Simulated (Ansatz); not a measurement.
Ansatz (a first-principles code) input:

Ansatz 0.2 input:
```yaml
crystal:
  periodic: [false, false, false]
  atoms:
    - {symbol: In, position_ang: [0.31311130, -0.00154110, 0.37595852]}
    - {symbol: Cl, position_ang: [1.11286356, 0.35742091, -1.84301345]}
    - {symbol: Cl, position_ang: [-2.01536082, -0.35297892, 0.75936830]}
basis:
  gaussian:
    orbitals: def2-SVPD
magnetization: {spin_polarized: true, initial_magnetization: 1}
correlation: {method: ccsd_t, electrons: outside_noble_gas}
output: {forces: true}
```

Task: Which total energy does the run end on?

Result: -1108.39844 Eh (CCSD(T)/def2-SVPD). The basis has 86 functions.

It need not be the lowest isomer of its formula.
